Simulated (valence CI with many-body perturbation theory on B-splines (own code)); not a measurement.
## Ni¹⁴⁺: what the settings do

Calculated by configuration interaction combined with many-body perturbation theory (CI+MBPT): four valence electrons over a frozen Dirac-Fock core [Ne], a basis of 6 s, 6 p, 5 d, 3 f, 1 g functions for each j, with the one-electron correlation potential Σ1, the two-electron term Σ2, the three-electron term Σ3, Breit, model QED; selected CI, second order for the rest, scaled by the run's own slope (own B-spline code, finite nucleus).

No measured levels were compared; by estimate levels of excited configurations hold to 0.05 to 0.15 % of their energy, terms of the ground configuration to about 0.5 %.

The reference run has the lowest level 3s2.3p2 3P_0 and an ionisation energy of 462.086 eV. Its largest variational space holds 10000 state functions.

Names give the largest LS component (configuration and term), which can be under half, so a name can repeat, a term be missing and a line seem to break the LS rules; names also repeat where a configuration has a term twice.

```tsv
Level	Reference (cm⁻¹)	Shift (cm⁻¹)
3s2.3p2 3P_1	14896	-76
3s2.3p2 3P_2	27411	+96
3s2.3p2 1D_2	63105	+936
3s2.3p2 1S_0	112199	+1606
3s.3p3 5S°_2	254266	-1785
3s.3p3 3D°_1	335395	-104
3s.3p3 3D°_2	335700	-71
3s.3p3 3D°_3	340781	-128
3s.3p3 3P°_0	384288	+540
3s.3p3 3P°_1	385694	+556
3s.3p3 3P°_2	386802	+513
3s.3p3 1D°_2	422972	+441
```

The ionisation energy moves by -0.178 eV.

(1) Which of these changes was made?
A. size limit of the variational space 10000 → 3000; second order for the rest on → off; natural orbitals for correlation on → off
B. shift of the energy in Σ1 (hartree) 0 → 1.8; highest l with Σ1, explicit Σ2 and valence Breit (higher l get mean screening factors) 3 → 0
C. size limit of the variational space 10000 → 3000; second order for the rest on → off

Answers

(1) A. size limit of the variational space 10000 → 3000; second order for the rest on → off; natural orbitals for correlation on → off.
